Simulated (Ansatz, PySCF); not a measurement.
C₄H₈ClF, SMILES Cl[C@H](F)CCC. Atoms are numbered in the order given.

```xyz
14

C     -3.1243    -0.2556     0.1774
C     -1.7066    -0.8222     0.1348
C     -0.6369     0.2728     0.1650
C      0.7686    -0.2844     0.1070
F      0.9488    -0.9980    -1.0422
Cl     1.9926     1.0431     0.1643
H     -3.3132     0.4077    -0.6826
H     -3.2931     0.3346     1.0934
H     -3.8775    -1.0582     0.1526
H     -1.5681    -1.4282    -0.7751
H     -1.5524    -1.5074     0.9878
H     -0.7263     0.8788     1.0811
H     -0.7622     0.9609    -0.6876
H      1.0009    -0.9443     0.9570
```
Charge 0, spin multiplicity 1.

The structure is a stationary point at B3LYP-D3(BJ)/def2-SVP. The structure was generated by enumeration; whether it is a known compound was not checked. Other conformers were not sampled.

Two levels are set side by side: PBE-D3(BJ)/def2-SVP (Ansatz, a program for electronic structure) and B3LYP-D3(BJ)/def2-SVP (Ansatz). Each level has its own optimised geometry; the coordinates shown are those of the second. Frequencies come from the Hessian of PySCF at each geometry. Differences are taken from unrounded values.

```json
[
 {"quantity": "mean bond length (Å)", "B3LYP-D3(BJ)": "1.274"},
 {"quantity": "bond C1–C2 (Å)", "B3LYP-D3(BJ)": "1.527"},
 {"quantity": "bond C2–C3 (Å)", "B3LYP-D3(BJ)": "1.531"},
 {"quantity": "bond C3–C4 (Å)", "B3LYP-D3(BJ)": "1.513"},
 {"quantity": "bond C4–F5 (Å)", "B3LYP-D3(BJ)": "1.365"},
 {"quantity": "bond C4–Cl6 (Å)", "B3LYP-D3(BJ)": "1.807"},
 {"quantity": "bond C1–H7 (Å)", "B3LYP-D3(BJ)": "1.102"},
 {"quantity": "bond C1–H8 (Å)", "B3LYP-D3(BJ)": "1.103"},
 {"quantity": "bond C1–H9 (Å)", "B3LYP-D3(BJ)": "1.101"},
 {"quantity": "bond C2–H10 (Å)", "B3LYP-D3(BJ)": "1.102"},
 {"quantity": "bond C2–H11 (Å)", "B3LYP-D3(BJ)": "1.105"},
 {"quantity": "bond C3–H12 (Å)", "B3LYP-D3(BJ)": "1.102"},
 {"quantity": "bond C3–H13 (Å)", "B3LYP-D3(BJ)": "1.103"},
 {"quantity": "bond C4–H14 (Å)", "B3LYP-D3(BJ)": "1.101"},
 {"quantity": "highest harmonic wavenumber (cm⁻¹)", "B3LYP-D3(BJ)": "3114"},
 {"quantity": "mean harmonic wavenumber (cm⁻¹)", "B3LYP-D3(BJ)": "1409"},
 {"quantity": "zero-point energy (kcal/mol)", "B3LYP-D3(BJ)": "72.54"}
]
```

Task: What does PBE-D3(BJ) give, and how far is it from B3LYP-D3(BJ)? (The exact figures need the calculation; the answer reports its results.)

Result: 
```tsv
quantity	PBE-D3(BJ)	PBE-D3(BJ) minus B3LYP-D3(BJ)
mean bond length (Å)	1.280	0.006
bond C1–C2 (Å)	1.529	0.001
bond C2–C3 (Å)	1.533	0.002
bond C3–C4 (Å)	1.516	0.003
bond C4–F5 (Å)	1.371	0.007
bond C4–Cl6 (Å)	1.811	0.004
bond C1–H7 (Å)	1.110	0.007
bond C1–H8 (Å)	1.110	0.007
bond C1–H9 (Å)	1.108	0.007
bond C2–H10 (Å)	1.110	0.008
bond C2–H11 (Å)	1.113	0.008
bond C3–H12 (Å)	1.110	0.008
bond C3–H13 (Å)	1.111	0.008
bond C4–H14 (Å)	1.111	0.010
highest harmonic wavenumber (cm⁻¹)	3064	-50
mean harmonic wavenumber (cm⁻¹)	1372	-37
zero-point energy (kcal/mol)	70.61	-1.92
```

Exact exchange shortens and stiffens bonds; PBE has none. Differences between two approximate levels are no errors against the true value.
